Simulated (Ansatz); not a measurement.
One change: `NC([SiH3])[SeH]` becomes `N[CH]([SiH3])[GeH3]`.

Ansatz, PBE0-D4/def2-TZVP geometries, multiplicity 1. Each molecule was computed in one conformer, which needn't be the lowest.

Scalar relativity is left out up to krypton.

| property | `NC([SiH3])[SeH]` |
| --- | --- |
| HOMO–LUMO gap (B3LYP/def2-TZVPP) / eV | 5.66 |
| LUMO energy (PBE0/def2-TZVPP) / eV | -0.29 |
| size of the dipole moment (B3LYP/def2-TZVPP) / D | 1.93 |
| HOMO–LUMO gap (PBE0/def2-TZVPP) / eV | 6.10 |
| HOMO energy (PBE/def2-TZVPP) / eV | -5.22 |
| LUMO energy (ωB97M-V/def2-TZVPP) / eV | 1.47 |

What does the change do to each property? (An estimate is asked.)

The calculation gave: 
| property | `N[CH]([SiH3])[GeH3]` | shift |
| --- | --- | --- |
| HOMO–LUMO gap (B3LYP/def2-TZVPP) / eV | 6.90 | 1.24 |
| LUMO energy (PBE0/def2-TZVPP) / eV | 0.29 | 0.58 |
| size of the dipole moment (B3LYP/def2-TZVPP) / D | 1.63 | -0.30 |
| HOMO–LUMO gap (PBE0/def2-TZVPP) / eV | 7.37 | 1.27 |
| HOMO energy (PBE/def2-TZVPP) / eV | -5.65 | -0.43 |
| LUMO energy (ωB97M-V/def2-TZVPP) / eV | 1.86 | 0.39 |

With PBE0 the HOMO falls by 0.69 eV and the LUMO rises by 0.58 eV, so the gap widens by about 1.27 eV. PBE moves the HOMO by -0.43 eV and ωB97M-V by -0.85 eV. Dipoles are sizes alone; their direction can turn.

B3LYP here is the variant with VWN-RPA as its local correlation; programs differ in this.

Spin–orbit coupling is left out; it splits and shifts lone-pair levels of the heavy atoms by tenths of an eV.
